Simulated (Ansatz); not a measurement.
Total energies of TiH3 from Ansatz at PBE0-D4/def2-TZVP, gas phase (1 Eh = 27.2114 eV = 2625.5 kJ/mol). The reference geometry is relaxed at PBE-D4/def2-TZVP.

```tsv
state	geometry	energy (Eh)
charge 0 doublet	reference	-850.93586
charge 1 singlet	reference	-850.61798
free Ti atom (triplet)	–	-849.14317
free H atom (doublet)	–	-0.50104
```

(1) Work out the vertical ionisation energy to the singlet.

(2) What is the binding energy per atom against free atoms?

(1) E(charge 1 singlet) − E(charge 0 doublet) = -850.61798 − (-850.93586) = 0.31788 Eh = 8.65 eV. For comparison, −ε of the highest occupied level of the spin that leaves is 6.67 eV at this level, 1.98 eV less.

(2) Atoms: 1 × (-849.14317) + 3 × (-0.50104) = -850.64629 Eh. Binding: -850.64629 − (-850.93586) = 0.28957 Eh = 7.88 eV, or 1.97 eV for each of 4 atoms (no zero-point energy, no counterpoise term).

The restricted singlet is unstable towards broken spin symmetry in Hartree–Fock (as tested in another run); at PBE0-D4/def2-TZVP this wasn't settled.
